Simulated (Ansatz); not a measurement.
Ansatz (an electronic-structure program) job for C₃H₉SSi, SMILES C[Si](C)(C)[S] (connectivity only; charge and spin as stated), charge -1, multiplicity 1, PBE0/def2-SVPD. The structure is a stationary point at B3LYP-D3(BJ)/def2-SVPD. The spin state was assumed, not searched. The isomer is the one that the SMILES or the coordinates give; other isomers of the formula were not compared.

Ansatz 0.2 input:
```yaml
crystal:
  periodic: [false, false, false]
  atoms:
    - {symbol: C, position_ang: [-1.51228612, 0.87311880, -0.97390525]}
    - {symbol: Si, position_ang: [-0.00000000, -0.00000000, -0.18302490]}
    - {symbol: C, position_ang: [1.51228612, 0.87311880, -0.97390524]}
    - {symbol: C, position_ang: [0.00000001, -1.74623760, -0.97390525]}
    - {symbol: S, position_ang: [-0.00000000, -0.00000000, 1.88987362]}
    - {symbol: H, position_ang: [-1.46867689, 0.84794100, -2.07726737]}
    - {symbol: H, position_ang: [-2.44637605, 0.38652082, -0.65225546]}
    - {symbol: H, position_ang: [-1.55792488, 1.92536339, -0.65225546]}
    - {symbol: H, position_ang: [2.44637605, 0.38652084, -0.65225544]}
    - {symbol: H, position_ang: [1.46867689, 0.84794100, -2.07726735]}
    - {symbol: H, position_ang: [1.55792487, 1.92536340, -0.65225545]}
    - {symbol: H, position_ang: [0.00000001, -1.69588200, -2.07726737]}
    - {symbol: H, position_ang: [-0.88845117, -2.31188422, -0.65225546]}
    - {symbol: H, position_ang: [0.88845118, -2.31188422, -0.65225546]}
basis:
  gaussian:
    orbitals: def2-SVPD
hamiltonian:
  xc: {name: PBE0}
total_charge: -1
```

Program output:

```
WARN ansatz: RAYON_NUM_THREADS=1 ignored (pool sized by the plan → 1); use --threads N
Functional definition: PBE0
integrals: 0.14 GiB planned
1603 factors; their error is unknown
mean field: 1.11 GiB planned
mean field evaluation 1: about -21948.7376 eV, gradient 5.1e1 eV
mean field evaluation 2: about -21947.5616 eV, gradient 5.4e1 eV
mean field evaluation 4: about -21955.2075 eV, gradient 9.7e-1 eV
mean field evaluation 8: about -21955.3411 eV, gradient 2.0e-1 eV
mean field evaluation 16: about -21955.3412 eV, gradient 3.7e-5 eV
mean field -21955.34116022 eV, -806.8439057733 hartree, gradient 3.7e-5 eV, S^2 0.000000; 0 other end points of the search recorded, 0 dependent functions left out
reference -21955.34120151 eV, -806.8439072907 hartree; 29, 29 occupied and 154, 154 virtual orbitals, 1603 factors
Total energy: -21955.34120151 eV, -806.8439072907 hartree
```

The run converged.

Cost: roughly 6 core-seconds.
